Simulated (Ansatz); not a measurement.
Program: Ansatz. Geometries: PBE0-D4/def2-TZVP. ΔE: electronic, gas phase. CCSD(T)/CBS adds triple-zeta CCSD(T) − MP2 to the extrapolated MP2 energy (def2 sets, frozen cores). DFT in def2-TZVPP. One conformer a species, not always the lowest.

`[F][Al]([SH])[O][SiH3]` + `NC[SiH2]N` → `N[SiH2]C(N)[SiH3]` + `[OH][Al]([F])[SH]`  (formal exchange of groups at the Si–O bond)

CCSD(T)/CBS gives +1.21 eV.

Problem. Another level gave +1.29 eV. Which?
A. PBE0-D4/def2-TZVPP
B. PBE/def2-TZVPP
C. ωB97X-V/def2-TZVPP
D. B2PLYP/def2-TZVPP

Solution. D. B2PLYP 1.29, ωB97X-V 1.22, PBE 1.06, PBE0-D4 1.11 eV.

Largest T1 diagnostic among the species: 0.012.

From PBE to PBE0 (25 % exact exchange), in def2-TZVPP and without D4, ΔE moves by +0.09 eV. In def2-TZVPP, CCSD(T) changes the Hartree–Fock value by −0.35 eV (the triples alone add −0.06 eV) and MP2 by −0.35 eV.
